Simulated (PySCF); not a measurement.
Molecule: `FC1=CCC=C1F`, C5H4F2.

Bonds (- single, = double, # triple, : aromatic): F1-C2, C2=C3, C3-C4, C4-C5, C5=C6, C6-F7, C6-C2. C3 carries H8; C4 carries H9, H10; C5 carries H11.

Frames of a GFN2-xTB Langevin trajectory at 400 K; GIAO PBE0/pcSseg-1 shieldings in PySCF 2.14, gas phase, non-relativistic; equivalent atoms averaged within each frame.

Referencing at the same level of theory: 19F (170.95 ppm) against CFCl3; 13C (186.93 ppm) and 1H (31.72 ppm) vs TMS. The references are static minima.

Problem. How do the shifts (ppm) fluctuate along the trajectory?

Solution. 
```
         time (fs)   F1/F7  C2/C6  C3/C5    C4  H8/H11  H9/H10
optimised geometry  -139.1  165.7  115.0  31.0    5.89    2.96
               250  -137.9  168.8  121.9  25.9    5.58    1.85
               425  -129.3  171.1  119.0  34.3    6.38    3.77
               625  -128.7  160.6  108.5  32.3    5.67    2.24
               800  -131.1  168.8  127.1  37.2    7.05    2.81
              1000  -127.9  167.5  111.0  35.1    5.58    3.88
    mean of frames  -131.0  167.4  117.5  33.0    6.05    2.91
standard deviation     4.0    4.0    7.7   4.3    0.65    0.90
```

5 frames give an uncertainty of the mean of about the standard deviation over 2.2 at best, since frames this close in time may not be independent; classical motion lacks zero-point vibration, and the reference would need the same averaging.
